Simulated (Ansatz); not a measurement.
Computed with Ansatz on PBE0-D4/def2-TZVP structures; ΔE is electronic, products minus reactants. CCSD(T)/CBS is the MP2 limit (def2-TZVPP, def2-QZVPP) plus CCSD(T) − MP2 in def2-TZVPP, frozen cores. This one scheme is used for every species. Each species was taken in one conformer, which may not be the lowest.

Reaction (hydrogenolysis of the Si–F bond): `O[Si](F)([SiH3])[SiH3]` + H₂ → `O[SiH]([SiH3])[SiH3]` + H–F

```tsv
species	CCSD(T)/CBS(def2) energy (Eh)
`O[Si](F)([SiH3])[SiH3]`	-1046.51512
H₂	-1.17544
`O[SiH]([SiH3])[SiH3]`	-947.24817
H–F	-100.39570
```

Question: Work out ΔE.

Answer: ΔE = (-947.24817) + (-100.39570) − (-1046.51512) − (-1.17544) = 0.04669 Eh = +122.6 kJ/mol.

Largest T1 diagnostic among the species: 0.013.

From PBE to PBE0 (25 % exact exchange), in def2-TZVPP and without D4, ΔE moves by −3.2 kJ/mol. Leaving LDA and LC-ωPBE aside and taking each functional with its dispersion term where it has one, the values, not all of them listed here, spread over 15.5 kJ/mol, from HSE06-D4 to BLYP-D4.
